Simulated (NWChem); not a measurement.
Species: C6H5F; SMILES c1ccc(F)cc1

```xyz
12

F      0.0000     0.0000    -2.2700
C      0.0000     0.0000    -0.9373
C      0.0000     1.2147    -0.2613
C      0.0000     1.2064     1.1325
C      0.0000     0.0000     1.8328
C      0.0000    -1.2064     1.1325
C      0.0000    -1.2147    -0.2613
H      0.0000     2.1446    -0.8329
H      0.0000     2.1549     1.6749
H      0.0000     0.0000     2.9248
H      0.0000    -2.1549     1.6749
H      0.0000    -2.1446    -0.8329
```
Atoms are numbered in this order, from 1.

Computed with NWChem. Pople sets run with spherical d functions. Geometry: optimised at PBE0/def2-SVP. GIAO values for the isolated, static molecule; σ is the absolute isotropic shielding, δ = σ(reference) − σ with the isolated reference molecule computed at the same levels (13C: tetramethylsilane, 19F: trichlorofluoromethane, 1H: tetramethylsilane).

```tsv
level	δ F1 (ppm)	δ C2 (ppm)	δ C4 (ppm)	δ C5 (ppm)	δ H8 (ppm)	δ H9 (ppm)	δ H10 (ppm)
KT2/pcSseg-1	-131.4	161.5	124.7	118.3	6.84	7.13	6.88
LDA (Slater exchange, VWN5)/pcSseg-1	-122.5	176.0	138.5	131.6	7.09	7.43	7.20
B3LYP/6-31G*	-107.7	154.1	122.1	115.2	6.66	7.16	6.88
B3LYP/6-311G**	-122.2	170.3	134.5	127.8	7.01	7.37	7.12
```
